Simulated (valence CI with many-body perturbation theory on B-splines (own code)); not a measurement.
Values are calculated unless marked as measured or tabulated.
## Hyperfine factors and g values of Tc XXXVIII

Level of theory: relativistic CI+MBPT: four valence electrons over a frozen Dirac-Fock core [He], radial functions for each j: 11 s, 11 p, 10 d, 8 f, 5 g, 2 h, with the one-electron correlation potential Σ1, the two-electron term Σ2, the three-electron term Σ3, Breit, model QED; selected CI, second order for the rest, scaled by the run's own slope (own B-spline code, finite nucleus).

No measured spectrum was set against this ion. As an estimate, large intervals hold to a few tenths of a per cent, small ones and those within an open d or f shell to about a per cent. Among the levels kept, up to 1000 cm⁻¹ of a level comes from second order outside the variational space, and about a tenth of that is noise between levels of different J, which matters for small intervals.

A/g_I is the dipole constant over the nuclear g factor μ/I (μ in nuclear magnetons, uniformly magnetised nucleus), B/Q the quadrupole constant per barn. Both hold the static response of the core; the bare values leave it out. Large factors of s and p1/2 electrons are usually good to 5 to 10 %; those of open d and f shells near neutrality can be off by tens of per cent, and small factors of p3/2, d and f electrons come from cancelling terms and can be off by a factor of two or in sign, in half-filled shells by more. B is blank for J = 1/2, where it vanishes, and for nearly pure S terms. Energies count from the lowest level. Levels with J = 0 are left out.

Levels are named by their leading jj configuration (3d3/2^4 stands for four electrons in 3d with j = 3/2), which in mixed levels can hold well under half, so a name can repeat and another be missing. Letters in brackets count levels of one name in rising energy.

```tsv
Level	E (eV)	g	A/g_I (MHz)	A/g_I bare	B/Q (MHz/b)	B/Q bare
(2s^2 2p1/2 2p3/2) J=1	115.7	1.490	-34700	-26900	137000	138000
(2s^2 2p1/2 2p3/2) J=2	128.3	1.197	320000	322000	199000	199000
(2s 2p1/2^2 2p3/2) J=2	246.9	1.694	745000	743000	177000	178000
(2s^2 2p3/2^2) J=2	253.0	1.280	154000	158000	74000	74100
(2s 2p1/2^2 2p3/2) J=1	296.2	1.003	-437000	-421000	214000	214000
(2s 2p1/2 2p3/2^2) J=2 [a]	359.2	1.475	578000	575000	201000	201000
(2s 2p1/2 2p3/2^2) J=3	384.6	1.321	693000	689000	-426	-445
(2s 2p1/2 2p3/2^2) J=1 [a]	421.0	1.274	74600	82000	-220000	-220000
(2s 2p1/2 2p3/2^2) J=2 [b]	430.6	1.115	34600	43500	-140000	-140000
(2s 2p1/2 2p3/2^2) J=1 [b]	436.8	1.441	922000	915000	73300	73500
(2s 2p3/2^3) J=2	532.3	1.338	775000	767000	-242000	-242000
(2s 2p3/2^3) J=1	574.7	1.238	-458000	-438000	-65500	-65700
(2p1/2^2 2p3/2^2) J=2	579.6	1.358	131000	141000	60900	61100
(2p1/2 2p3/2^3) J=1	702.1	1.491	-48000	-34100	-135000	-135000
(2p1/2 2p3/2^3) J=2	716.1	1.119	325000	328000	-333000	-333000
(2s^2 2p1/2 3s) J=1	3014.3	1.335	824000	816000	-10700	-10700
(2s^2 2p1/2 3p1/2) J=1	3054.1	0.662	566000	561000	-2370	-2380
(2s^2 2p1/2 3p3/2) J=1	3096.9	1.507	-23500	-22200	39600	39700
(2s^2 2p1/2 3p3/2) J=2	3100.4	1.167	251000	251000	67500	67700
(2s 2p1/2^2 3s) J=1	3133.4	2.169	1480000	1470000	-6640	-6660
(2s^2 2p1/2 3d3/2) J=2	3136.7	0.772	240000	238000	23100	23300
(2s^2 2p3/2 3s) J=2	3142.8	1.457	266000	267000	255000	256000
(2s^2 2p3/2 3s) J=1	3148.6	1.143	-275	8080	149000	149000
(2s^2 2p1/2 3d3/2) J=1	3151.0	0.832	-126000	-125000	5200	5290
(2s^2 2p1/2 3d5/2) J=2	3156.6	1.292	-87900	-86900	28800	29000
(2s^2 2p1/2 3d5/2) J=3	3157.0	1.111	153000	152000	3740	3960
(2s 2p1/2^2 3p1/2) J=1	3176.9	1.521	1280000	1260000	-6820	-6820
(2s^2 2p3/2 3p1/2) J=1	3193.7	1.426	133000	139000	135000	135000
(2s^2 2p3/2 3p1/2) J=2	3196.4	1.201	181000	184000	248000	249000
(2s 2p1/2^2 3p3/2) J=2	3218.3	1.585	635000	629000	70900	71100
(2s^2 2p3/2 3p3/2) J=3	3222.3	1.333	139000	142000	353000	354000
```

**Question.** Take the isotope of mass number 99, with I = 9/2, μ = 5.678 μN and Q = -0.129 b. What is the hyperfine structure of (2s 2p1/2^2 2p3/2) J=1?

**Answer.** From the table A = -551000 MHz, B = -27500 MHz. Shifts from the centre of gravity in MHz: F = 7/2: 3020000, F = 9/2: 569000, F = 11/2: -2490000.
